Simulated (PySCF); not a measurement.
**Correlation energy of Se (selenium, neutral)**

[Ar] 3d10 4s2 4p3 5s1, high-spin 5S determinant (an excited configuration). Calculation: PySCF 2.14, in aug-cc-pVTZ-PP with ECP10MDF; scalar relativity through the core potential. Frozen: 3s2 3p6 3d10; 6 electrons correlated.

MP2 pair energies summed by pair of shells (mhartree):

| pair | energy | share (%) |
| --- | --- | --- |
| 4s-4p | -49.81 | 56.9 |
| 4p-4p | -16.58 | 18.9 |
| 4s-4s | -9.16 | 10.5 |
| 4p-5s | -7.65 | 8.7 |
| 4s-5s | -4.38 | 5.0 |

Total MP2 correlation energy: -87.58 mhartree.

Same-spin part -27.96 and opposite-spin part -59.62 mhartree; SCS-MP2 scales them by 1/3 and 6/5 to -80.86 mhartree.
